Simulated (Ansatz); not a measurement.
`C[SiH2]NPS` and `C[SiH2][NH][ZnH]` differ in one atom or group.

Ansatz, PBE0-D4/def2-TZVP geometries, multiplicity 1. Each molecule was computed in one conformer, which needn't be the lowest.

Scalar relativity is left out up to krypton.

```
                                        property  `C[SiH2]NPS`
             HOMO–LUMO gap (PBE/def2-TZVPP) / eV          5.12
size of the dipole moment (B3LYP/def2-TZVPP) / D          1.92
           HOMO–LUMO gap (B3LYP/def2-TZVPP) / eV          6.74
           LUMO energy (ωB97M-V/def2-TZVPP) / eV          1.67
              LUMO energy (PBE0/def2-TZVPP) / eV         -0.07
              HOMO energy (PBE0/def2-TZVPP) / eV         -7.29
```

Question: Give the same properties after the change, and the shifts. (An estimate is asked.)

Answer: Ansatz gave: 
```csv
property,`C[SiH2][NH][ZnH]`,shift
HOMO–LUMO gap (PBE/def2-TZVPP) / eV,4.50,-0.62
size of the dipole moment (B3LYP/def2-TZVPP) / D,0.92,-1.00
HOMO–LUMO gap (B3LYP/def2-TZVPP) / eV,6.04,-0.70
LUMO energy (ωB97M-V/def2-TZVPP) / eV,0.90,-0.77
LUMO energy (PBE0/def2-TZVPP) / eV,-0.44,-0.37
HOMO energy (PBE0/def2-TZVPP) / eV,-6.95,0.34
```

With PBE0 the HOMO rises by 0.34 eV and the LUMO falls by 0.37 eV, so the gap narrows by about 0.71 eV. PBE moves the HOMO by 0.37 eV and ωB97M-V by 0.17 eV. The zero-point energy changes by -38.3 kJ/mol with -6 modes. Dipoles are sizes alone; their direction can turn.

B3LYP here is the variant with VWN-RPA as its local correlation; programs differ in this.
